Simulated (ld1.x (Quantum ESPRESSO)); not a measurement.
# u(r) = r·R(r): atom against pseudo-atom (thulium (Tm))

Columns: radius, all-electron u(r) and pseudo u(r) of the 4f shell (level -9.75 eV) of thulium in the configuration [Kr] 4d10 5s2 4f12 5p6 5d1 6s2 6p0; LDA (PZ), scalar-relativistic, RRKJ scheme, ld1.x (Quantum ESPRESSO) 7.5.

```tsv
r (bohr)	all-electron	pseudo
0.163	0.3581	0.0408
0.325	0.9788	0.4349
0.488	1.1630	1.1242
0.650	1.0793	1.3651
0.813	0.9180	1.0577
0.975	0.7564	0.7655
1.138	0.6149	0.6149
1.300	0.4990	0.4990
1.463	0.4048	0.4048
1.625	0.3298	0.3298
1.788	0.2695	0.2695
1.950	0.2214	0.2214
2.113	0.1824	0.1824
2.275	0.1511	0.1511
2.438	0.1255	0.1255
2.600	0.1048	0.1048
2.763	0.0877	0.0877
2.925	0.0738	0.0738
3.088	0.0621	0.0621
3.250	0.0525	0.0525
3.413	0.0445	0.0445
3.575	0.0378	0.0378
3.738	0.0321	0.0321
3.900	0.0274	0.0274
4.063	0.0233	0.0233
4.225	0.0199	0.0199
```

(1) How many radial nodes do the two functions have?

(2) At about which radius was the pseudo-wave matched?

(3) Is the pseudo-wave norm-conserving?

Answers

(1) The all-electron 4f function has n − l − 1 = 0; the pseudo-wave has 0.

(2) 1.10 bohr, where the columns begin to agree (steps of 0.16 bohr).

(3) Yes: the RRKJ scheme keeps the norm inside the radius equal to the all-electron one, which fixes the energy derivative of the logarithmic derivative at the level.
